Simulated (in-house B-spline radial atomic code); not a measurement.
**The zirconium ion Zr⁵⁺: [Ne] 3s2 (3p1/2)2 (3p3/2)3 3d10 4s2 (4p1/2)1 (4p3/2)4 (6g7/2)1 (an excited or competing configuration)**

All numbers are computed (Dirac-Hartree-Fock, average of the jj configuration; Fermi nucleus of rms radius 4.2694 fm) with a radial B-spline atomic code at the basis-set limit, not measured.

Effective charges: Z_r = [3n² - l(l+1)]/(2<r>) from the radius, Z_e = n√(-2ε) from the energy, and Slater's rules. Values are occupation-weighted means over j. An effective charge above Z reflects the relativistic contraction of the inner shells.

```csv
shell,electrons,ε (eV),<r> (bohr),Z_r,Z_e,Slater
1s,2,-18220,0.03705,40.49,36.59,39.70
2s,2,-2685.8,0.1618,37.09,28.10,35.85
2p,6,-2401.5,0.1416,35.30,26.57,35.85
3s,2,-546.9,0.4516,29.89,19.02,29.10
3p,5,-455.69,0.4561,27.40,17.36,29.10
3d,10,-296.76,0.4413,23.79,14.01,19.85
4s,2,-143.16,1.133,21.18,12.98,13.45
4p,5,-113.65,1.225,18.77,11.56,13.45
6g,1,-13.666,7.271,6.05,6.01,-
```

The least bound orbital is 6g7/2 at -13.67 eV, and it is also the most diffuse (<r> = 7.271 bohr). The part-filled 3p shell lies below the filled 4s shell in orbital energy.

For the 1s electron the small component carries 2.12 % of the norm, the zero-frequency Breit interaction raises the level by 33.03 eV, self-energy by 17.92 eV, and vacuum polarisation lowers it by 2 eV.
